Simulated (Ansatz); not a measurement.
**Molecular dynamics of GaH5N2**

The input (input.yaml):

```yaml
crystal:
  periodic: [false, false, false]
  atoms:
    - { symbol: Ga, position_ang: [-0.001711, 0.038833, 0.014601] }
    - { symbol: H, position_ang: [-0.009139, 0.134581, 1.57635] }
    - { symbol: "N", position_ang: [1.566408, 0.016267, -0.948512] }
    - { symbol: H, position_ang: [1.59777, 0.12067, -1.965277] }
    - { symbol: H, position_ang: [2.460236, 0.279488, -0.528739] }
    - { symbol: "N", position_ang: [-1.561207, -0.061253, -0.955704] }
    - { symbol: H, position_ang: [-2.463671, -0.254595, -0.517044] }
    - { symbol: H, position_ang: [-1.588687, -0.273989, -1.955675] }
basis:
  gaussian: { orbitals: def2-SVP }
hamiltonian:
  xc: blyp
  dispersion: d4
md:
  timestep: 1.0
  n_steps: 300
  ensemble: nve_milne
  temperature: 700.0
  initial_velocities: maxwell_boltzmann
  seed: 465830
  masses: [{ species: H, mass: 2.014 }]
```

Run as:

```bash
$ ansatz run input.yaml --threads 1 --pin off --max-ram 2048MiB --backend cpu --events-out ev --progress --plain --runs-dir out
```

It starts from a relaxed structure.

Output, in part (step lines, the closing report, with atoms numbered from 0):

```
md step     0: t =     0.00 fs  T =   700.0 K  F+E_penalty+E_count = -55432.14440313 eV  E_kin = 0.542892 eV  conserved = -55431.60151113 eV  (26 SCF iters)
[... lines left out ...]
Total energy: -55431.76651449 eV, -2037.0798464068 hartree
Atom 0 at    -0.014815     0.048526     0.014285 Å, force     1.202998     0.005061    -0.194209 eV/Å
Atom 1 at     0.130837     0.158670     1.556934 Å, force    -0.190090    -0.066448     0.184021 eV/Å
Atom 2 at     1.613615     0.023753    -0.938351 Å, force    -0.374966     0.493950    -2.097672 eV/Å
Atom 3 at     1.660009     0.249792    -2.002901 Å, force    -0.118219    -0.570616     2.164552 eV/Å
Atom 4 at     2.574639    -0.109421    -0.587400 Å, force    -0.496862     0.123553     0.108104 eV/Å
Atom 5 at    -1.559100    -0.130377    -0.934831 Å, force    -3.405478     0.117378    -0.504021 eV/Å
Atom 6 at    -2.618550    -0.074247    -0.582820 Å, force     2.976294    -0.072860    -0.514170 eV/Å
Atom 7 at    -1.639744    -0.125519    -1.979087 Å, force     0.406322    -0.030019     0.853397 eV/Å
Dipole moment:    -0.103660     0.051475    -0.255814 e Å
```

The steps, from the saved trajectory:

```tsv
time (fs)	T (K)	potential energy less start (eV)	conserved less start (meV/atom)
0	700	0.000	0.00
10	195	0.390	-0.15
20	400	0.232	-0.05
30	264	0.338	0.02
40	396	0.236	0.05
50	341	0.277	-0.11
60	437	0.205	0.06
70	158	0.421	0.03
80	400	0.232	-0.08
90	491	0.162	-0.01
100	268	0.335	0.00
110	357	0.266	0.00
120	336	0.281	-0.11
130	393	0.238	-0.02
140	397	0.236	0.06
150	303	0.308	0.00
160	324	0.290	-0.16
170	471	0.177	-0.07
180	258	0.344	0.06
190	321	0.294	-0.02
200	392	0.238	-0.06
210	384	0.245	0.01
220	282	0.324	0.02
230	485	0.167	0.07
240	315	0.298	-0.08
250	428	0.210	-0.05
260	185	0.400	0.04
270	498	0.157	0.05
280	263	0.338	-0.19
290	454	0.191	0.02
300	213	0.378	0.02
```

The run went to its last step. The conserved energy stayed within 0.6 meV per atom of its start (net change 0.02 meV per atom), so the integration is sound. Over the second half the temperature averaged 0.50 of the 700 K drawn at the start: a run that starts near a minimum puts about half its kinetic energy into the potential. A run of 0.3 ps of so small a system gives no equilibrium averages.

The same pairs are bonded in the first frame and the last. Pairs count as bonded within 1.25 times the sum of covalent radii (0.12 Å more for H–H).

Last frame:

```xyz
8
Properties=species:S:1:pos:R:3
Ga -0.015 0.049 0.014
H 0.131 0.159 1.557
N 1.614 0.024 -0.938
H 1.660 0.250 -2.003
H 2.575 -0.109 -0.587
N -1.559 -0.130 -0.935
H -2.619 -0.074 -0.583
H -1.640 -0.126 -1.979
```

Run time: 12 min on 1 thread of Arm Neoverse V2, on a shared host, peak memory 0.11 GiB.
